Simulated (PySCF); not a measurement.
BBr2Cl. Atoms are numbered in the order given.

```xyz
4

B      0.0000     0.0000    -0.4014
Cl     0.0000     0.0000    -2.1413
Br     0.0000     1.6453     0.5487
Br     0.0000    -1.6453     0.5487
```

Coordinates come from a PBE0-D3(BJ)/def2-SVP optimisation.

Computed with B3LYP/pcSseg-1 (PySCF).

GIAO shieldings, no solvent; atoms alike by connectivity are averaged. δ = σ(ref) − σ: ¹¹B against BF3 (σ = 86.3 ppm); ³⁵Cl against HCl (σ = 933.3 ppm), references at their B3LYP-D3(BJ)/def2-TZVP geometries, non-relativistic (without spin–orbit terms, shifts of atoms bonded to Cl or Br come out too high).

| nucleus | atoms | count | δ (ppm) |
|---|---|---|---|
| ¹¹B | B1 | 1 | 54.4 |
| ³⁵Cl | Cl2 | 1 | 353.2 |
